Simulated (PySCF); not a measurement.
Br₂, SMILES BrBr (connectivity only; charge and spin as stated), charge +1, multiplicity 2. Atoms are numbered in the order given.

```xyz
2

Br     0.0000     0.0000    -1.1130
Br     0.0000     0.0000     1.1130
```
Charge +1, spin multiplicity 2.

Geometry optimised at PBE-D3(BJ)/def2-TZVP. The multiplicity is an assumed one; other spin states were not compared.

These are PBE-D3(BJ)/def2-TZVP in PySCF 2.14.0 values and carry that method's errors.

Frequencies are harmonic and unscaled.

| mode | ν (cm⁻¹) | IR (km/mol) | moving atoms (share of kinetic energy) |
|---|---|---|---|
| 1 | 354 | 0.0 | Br 100 % |
